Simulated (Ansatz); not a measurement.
Ideal-gas functions of H$_{6}$NSbSi (`[NH2][SbH][SiH3]`) at 600 K and 1 bar, from an Ansatz frequency run at PBE0-D4/def2-TZVP.

Molar mass 169.9 g/mol, point group C1 (symmetry number 1), electronic degeneracy 1, moments of inertia 68.492, 194.442, 249.229 u Å². Harmonic wavenumbers (cm⁻¹, unscaled): 98, 118, 189, 301, 390, 473, 535, 607, 648, 691, 859, 914, 932, 944, 1570, 1948, 2200, 2216, 2220, 3534, 3634.

Use S(trans) = R[1.5 ln M + 2.5 ln T − 1.1517]; rotational temperatures θ = 24.2544 K / I; S(rot) = R[ln(√π/σ · √(T³/θAθBθC)) + 1.5]; for each mode x = 1.438777 ν̃/T, S = R[x/(eˣ − 1) − ln(1 − e⁻ˣ)] and H = RT x/(eˣ − 1); 1 cm⁻¹ = 0.0119627 kJ/mol; R = 8.31446 J/(mol·K).

Problem. By hand: the entropy, in J/(mol·K).

Solution. Translation 187.4. Rotation: θ = 0.3541, 0.1247, 0.0973 K, giving 119.7. Vibration, mode by mode: 20.37, 18.84, 14.97, 11.20, 9.17, 7.70, 6.79, 5.89, 5.44, 5.01, 3.64, 3.28, 3.17, 3.10, 0.94, 0.45, 0.27, 0.26, 0.26, 0.02, 0.01, in all 120.7. Electronic 0.0. Sum 427.8 J/(mol·K).

Problem. By hand: H − E and G − E in kJ/mol, counted from the electronic energy.

Solution. Zero-point energy ½ × 25021 × 0.0119627 = 149.7; thermal vibration 37.1; translation, rotation and pV give 4 RT = 20.0. H − E = 206.8 kJ/mol, and G − E = 206.8 − 600 × 427.8/1000 = -49.9 kJ/mol.

Vibration gives 28 % of the entropy, 39.2 J/(mol·K) of it from the modes under 150 cm⁻¹: soft modes count most, and the harmonic formula is weakest for them. The sum counts one conformer and one mirror image; others add a mixing term.
